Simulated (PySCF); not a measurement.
Molecule: `CC(=O)[C@@H]1C[C@H]1NC=O`, C$_{6}$H$_{9}$NO$_{2}$.

Bonds (- single, = double, # triple, : aromatic): C1-C2, C2=O3, C2-C4, C4-C5, C5-C6, C6-N7, N7-C8, C8=O9, C6-C4. C1 carries H10, H11, H12; C4 carries H13; C5 carries H14, H15; C6 carries H16; N7 carries H17; C8 carries H18. Stereochemistry as in CC(=O)[C@@H]1C[C@H]1NC=O. H14 is cis to C2 on the ring; H15 is trans to C2 on the ring.

Frames of a GFN2-xTB Langevin trajectory at 600 K; GIAO PBE0/pcSseg-1 shieldings in PySCF, gas phase, non-relativistic; equivalent atoms averaged within each frame.

Referencing at the same level of theory: TMS for ¹³C (σref 186.93), ¹H (σref 31.72); H2O for ¹⁷O (σref 336.08); ¹⁵N (σref 267.73) against NH3. The references are static minima.

How do the shifts (ppm) fluctuate along the trajectory?

Answers


```tsv
time (fs)	C2	C8	C1	C4	C5	C6	O3	O9	N7	H18
optimised geometry	208.9	160.0	34.5	32.1	17.8	36.9	619.5	426.4	148.8	8.19
250	217.7	163.3	37.7	35.2	24.3	20.0	642.9	427.6	154.7	8.44
425	219.7	167.8	31.3	47.6	20.4	40.7	672.0	475.3	144.9	9.48
625	204.0	168.9	35.5	28.3	6.3	31.6	624.2	473.2	137.9	9.57
800	209.2	172.5	40.1	38.3	24.1	29.8	636.3	497.6	153.3	7.88
1000	226.8	173.7	38.5	59.8	14.3	35.8	701.2	483.7	171.6	8.84
mean of frames	215.5	169.3	36.6	41.9	17.9	31.6	655.3	471.5	152.5	8.84
standard deviation	9.0	4.1	3.4	12.2	7.7	7.7	31.1	26.3	12.7	0.71
```

5 frames give an uncertainty of the mean of about the standard deviation over 2.2 at best, since frames this close in time may not be independent; classical motion lacks zero-point vibration, and the reference would need the same averaging.
